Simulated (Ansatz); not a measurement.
Abridged output of a molecular run in Ansatz:

```
Functional definition: HF
994 factors; integrals over basis functions are off by at most 8.7e-4 eV
mean field evaluation 1: about -70505.3861 eV, gradient 2.4e1 eV
mean field evaluation 2: about -70505.3895 eV, gradient 2.4e1 eV
mean field evaluation 4: about -70508.2313 eV, gradient 2.5e0 eV
mean field evaluation 8: about -70508.3159 eV, gradient 1.6e-1 eV
mean field -70508.31667858 eV, -2591.1328456842 hartree, gradient 6.0e-6 eV, S^2 0.761156; 0 other end points of the search recorded, 0 dependent functions left out
15 core orbitals not correlated: weight in the atoms' cores, before any rotation towards them, 1.000 or more for the frozen orbitals, at most 0.000 for the correlated occupied ones
reference -70508.31667858 eV, -2591.1328456842 hartree; 15, 14 occupied and 133, 134 virtual orbitals, 994 factors
second order -17.37182025 eV of doubles, -0.00000000 eV of singles
cycle   1  -17.54404186 eV  change   -1.7e-1 eV  update   9.2e-2
cycle   2  -18.01886081 eV  change   -4.7e-1 eV  update   2.8e-2
cycle   3  -18.10390830 eV  change   -8.5e-2 eV  update   1.6e-2
cycle   4  -18.09278553 eV  change    1.1e-2 eV  update   5.9e-3
cycle   5  -18.09330496 eV  change   -5.2e-4 eV  update   3.7e-3
cycle   6  -18.09410644 eV  change   -8.0e-4 eV  update   1.5e-3
cycle   7  -18.09431026 eV  change   -2.0e-4 eV  update   6.1e-4
cycle   8  -18.09450116 eV  change   -1.9e-4 eV  update   2.3e-4
cycle   9  -18.09446529 eV  change    3.6e-5 eV  update   1.0e-4
cycle  10  -18.09442350 eV  change    4.2e-5 eV  update   4.5e-5
cycle  11  -18.09445989 eV  change   -3.6e-5 eV  update   2.2e-5
cycle  12  -18.09445425 eV  change    5.6e-6 eV  update   8.2e-6
perturbative correction -0.72632447 eV, -0.0266919319 hartree
Total energy: -70527.13745730 eV, -2591.8244965450 hartree
Checks for a lower state left out: cluster_reference
```

Its atoms:

```xyz
6

N    -0.2088   -0.8809   -0.3213
Ge    0.4828    0.7933   -0.0238
Cl   -1.1935    1.9282    0.7558
H     0.4466   -1.5717   -0.6626
H    -1.0571   -0.9116   -0.8705
H     1.5299    0.6427    1.1224
```

(1) Which basis set was used?
A. def2-TZVPP
B. def2-TZVPPD
C. def2-QZVPP
D. def2-SVPD

(2) Write the keys of the input that set method, charge and spin (a neutral closed shell needs none for the last two).

Results:

(1) A. It gives 163 functions.

(2) 
```yaml
magnetization: {spin_polarized: true, initial_magnetization: 1}
correlation: {method: ccsd_t}
scf: {omitted_lower_state_checks: [cluster_reference]}
```
